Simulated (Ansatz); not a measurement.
CH10B2Si2, SMILES `B[SiH](C)B[SiH3]`, relaxed with RKS PBE-D4/def2-SVP in the Gaussian-basis code of Ansatz from a rough embedded geometry. The force threshold is 0.03 eV/Å; the program also tests the step.

Charge 0, multiplicity 1.

Start:

```xyz
15

B     2.081    0.138   -0.358
Si    0.432    1.031   -0.225
C    -0.024    1.151    1.550
B    -0.991    0.060   -1.108
Si   -1.246   -1.814   -0.757
H     3.055    0.618   -0.888
H     2.220   -1.006    0.047
H     0.553    2.362   -0.755
H    -0.096    0.164    2.040
H    -0.986    1.714    1.686
H     0.773    1.738    2.125
H    -1.931    0.691   -1.379
H    -1.777   -1.949    0.561
H    -2.116   -2.400   -1.744
H     0.054   -2.498   -0.794
```

**Question.** How much energy does the relaxation release, and in how many steps? (Best estimate.)

**Answer.** Ansatz gave: 0.89 eV, in 13 steps.

**Question.** Which bonds change most? (An estimate is asked.)

**Answer.** Ansatz gave: B1–Si2 from 1.880 to 2.014 Å; B4–Si5 from 1.923 to 2.007 Å; Si5–H13 from 1.427 to 1.508 Å; Si2–H8 from 1.438 to 1.511 Å.

**Question.** Give the relaxed structure. (Best estimate.)

**Answer.** Computed: 
```xyz
15

B     2.030    0.224   -0.542
Si    0.351    1.212   -0.030
C    -0.095    1.112    1.815
B    -0.738    0.052   -1.249
Si   -1.344   -1.769   -0.664
H     2.628    0.476   -1.570
H     2.418   -0.706    0.141
H     0.398    2.643   -0.513
H    -0.146    0.055    2.144
H    -1.081    1.582    2.008
H     0.664    1.635    2.431
H    -0.842    0.371   -2.419
H    -1.634   -1.894    0.810
H    -2.493   -2.369   -1.430
H    -0.116   -2.625   -0.932
```
